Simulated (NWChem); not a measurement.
hydrogen bromide (HBr); SMILES Br

Computed with NWChem. Structure relaxed at the PBE0/def2-SVP level.

For level B3LYP/def2-TZVP:

```yaml
highest occupied level (eV): -8.48
```

Q: Estimate the same quantities for level B3LYP/def2-SVP.

A: 
| Quantity | Result |
|---|---|
| highest occupied level (eV) | -8.18 |
